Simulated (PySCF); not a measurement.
C₆H₅, SMILES [c]1ccccc1, multiplicity 2. Atoms are numbered in the order given.

```xyz
11

C      0.0000     0.0000    -1.3970
C      0.0000    -1.2257    -0.7707
C      0.0000    -1.2127     0.6310
C      0.0000     0.0000     1.3221
C      0.0000     1.2127     0.6310
C      0.0000     1.2257    -0.7707
H      0.0000    -2.1676    -1.3257
H      0.0000    -2.1576     1.1815
H      0.0000     0.0000     2.4145
H      0.0000     2.1576     1.1815
H      0.0000     2.1676    -1.3257
```
Charge 0, spin multiplicity 2.

Geometry: PBE0-D3(BJ)/def2-SVP. The isomer is the one that the SMILES or the coordinates give; other isomers of the formula were not compared.

Computed with PySCF with PBE/def2-TZVP.

ESP charges are fitted to the potential on shells at 1.4 to 2.0 van der Waals radii. Atomic charges (e):

```
atom  meta-Löwdin  ESP fit  Mulliken spin
----  -----------  -------  -------------
C1          -0.02    -0.14           0.90
C2          -0.14    -0.03          -0.02
C3          -0.11    -0.22           0.06
C4          -0.13    -0.05          -0.04
C5          -0.11    -0.22           0.06
C6          -0.14    -0.03          -0.02
H7           0.13     0.13           0.02
H8           0.12     0.15           0.01
H9           0.12     0.12           0.00
H10          0.12     0.15           0.01
H11          0.13     0.13           0.02
```

Computed Mayer and Wiberg (Löwdin basis) orders of the bonds:
```csv
bond,Mayer,Wiberg
C1–C2,1.52,1.70
C2–C3,1.39,1.56
C3–C4,1.45,1.59
C4–C5,1.45,1.59
C1–C6,1.52,1.70
C5–C6,1.39,1.56
C2–H7,0.94,0.82
C3–H8,0.95,0.82
C4–H9,0.95,0.82
C5–H10,0.95,0.82
C6–H11,0.94,0.82
```
